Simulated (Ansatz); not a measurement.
Input file for Ansatz (an electronic-structure program): R-PBE0/def2-TZVPP on BH2IO (SMILES OBI), a point of a torsion scan. Elements past Kr take the def2 small-core potentials; no spin–orbit coupling.

Ansatz 0.2 input:
```yaml
crystal:
  periodic: [false, false, false]
  atoms:
    - {symbol: O, position_ang: [-0.93861893, -0.31559214, -0.39832614]}
    - {symbol: B, position_ang: [0.26969531, 0.20677448, -0.29113363]}
    - {symbol: I, position_ang: [1.42854013, 0.30437103, -2.05796656]}
    - {symbol: H, position_ang: [-1.36294685, -0.76986382, 0.32674522]}
    - {symbol: H, position_ang: [0.77060771, 0.51970875, 0.72680433]}
basis:
  gaussian:
    orbitals: def2-TZVPP
hamiltonian:
  xc: {name: PBE0}
scf: {lower_state_search: off}
```

Output:

```
WARN ansatz: RAYON_NUM_THREADS=1 ignored (pool sized by the plan → 1); use --threads N
Functional definition: PBE0
these checks for a lower state are left out or cut short: stability, starts, cluster_reference, orbital_swaps, neighbouring_geometries, increment
integrals: 0.05 GiB planned
856 factors; their error is unknown
mean field: 0.47 GiB planned
mean field evaluation 1: about -10852.5185 eV, gradient 5.0e1 eV
mean field evaluation 2: about -10844.5757 eV, gradient 8.2e1 eV
mean field evaluation 4: about -10856.7624 eV, gradient 3.6e0 eV
mean field evaluation 8: about -10856.7906 eV, gradient 4.7e-2 eV
mean field evaluation 16: about -10857.0713 eV, gradient 5.9e-5 eV
mean field -10857.07129567 eV, -398.9900109287 hartree, gradient 4.1e-6 eV, S^2 0.000000; 0 other end points of the search recorded, 0 dependent functions left out
reference -10857.07132028 eV, -398.9900118332 hartree; 20, 20 occupied and 120, 120 virtual orbitals, 856 factors
Total energy: -10857.07132028 eV, -398.9900118332 hartree
Checks for a lower state left out: stability, starts, cluster_reference, orbital_swaps, neighbouring_geometries, increment
```

The calculation finished and met its thresholds.

Cost: very roughly 3.0 core-seconds.
